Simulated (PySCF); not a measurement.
CH₃FO₂Si, SMILES O=CO[SiH2]F.

Geometry: PBE0-D3(BJ)/def2-SVP. This is a generated structure with no PubChem entry under its InChIKey; it may be hypothetical. The values are those of a single conformer.

The numbers are results of r2SCAN/def2-TZVP in PySCF, not measurements.

The molecule is in vacuum.

The total energy is -579.77994 hartree and the point group is Cs. The highest occupied level is -7.50 eV and the lowest empty level is -1.48 eV. The orbital gap comes out as 6.02 eV and the dipole moment is 0.59 D. The quadrupole, principal values (traceless, Buckingham form, about the centre of nuclear charge) is -11.80, 3.15, 8.65 D·Å and the mean static polarisability comes out as 40.9 bohr³ (6.06 Å³). The polarisability, principal values is 33.9, 40.5, 48.2 bohr³.
